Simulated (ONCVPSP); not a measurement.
What one change does to a pseudopotential (Ti, ONCV)

Ti (Z = 22), optimised norm-conserving Vanderbilt (ONCV), made with ONCVPSP 4.0.1 (revPBE, scalar-relativistic). Core [Ar], reference 3d2 4s2. Waves: 4s: rc 2.95 bohr, ncon 4, nbas 8, qcut 1.8 1/bohr, 2 projectors, debl 3.9 Ha; p scattering state at 0.09 Ha: rc 3.15 bohr, ncon 4, nbas 7, qcut 3 1/bohr, 1 projector; 3d: rc 2.05 bohr, ncon 4, nbas 9, qcut 7.6 1/bohr, 2 projectors, debl 3 Ha. Local part: polynomial inside 1.65 bohr (lpopt 5, dvloc0 0 Ha). Core correction: Teter function, fcfact 2.75, rcfact 1.

In the p channel the program set the typed energies aside and used 0.050 Ha.

Change: reference 3d2 4s1.

Cutoffs: the cutoffs (Ha) at which the residual kinetic energy of the hardest occupied pseudo-wave falls to 1 and 0.1 mHa per electron; they do not see the model core or the augmentation charge, which bear on the density cutoff. Errors are all-electron minus pseudo energies relative to the spin-unpolarised reference configuration.

Question: What does the change do?

Answer: The potential gets neither clearly harder nor softer (22 Ha and 25 Ha → 22 Ha and 25 Ha); the d channel sets the loose cutoff, while the largest relative change is in s, which becomes harder; neither file shows a bound ghost.

```csv
quantity,base,changed
"cutoff, loose",22 Ha,22 Ha
"cutoff, tight",25 Ha,25 Ha
loose cutoff by channel,"s 4.5 Ha, d 22 Ha","s 8.1 Ha, d 22 Ha"
bound ghosts,none,none
GHOST(+) flags under 300 eV,"p at 18.2 eV, s at 62.9 eV","p at 16.7 eV, s at 57.5 eV"
"largest error over its own tests, meV",+270,+278
s: phases at 3.00 bohr within 0.05 rad from the reference energy up to (Ha; the scan ends near 5),0.9,0.7
p: phases at 3.20 bohr within 0.05 rad from the reference energy up to (Ha; the scan ends near 5),n/a,0.4
d: phases at 2.08 bohr within 0.05 rad from the reference energy up to (Ha; the scan ends near 5),to the end of the scan,to the end of the scan
"rms error of d²Exc/dni dnj with the model core, mHa",18.72,20.68
```
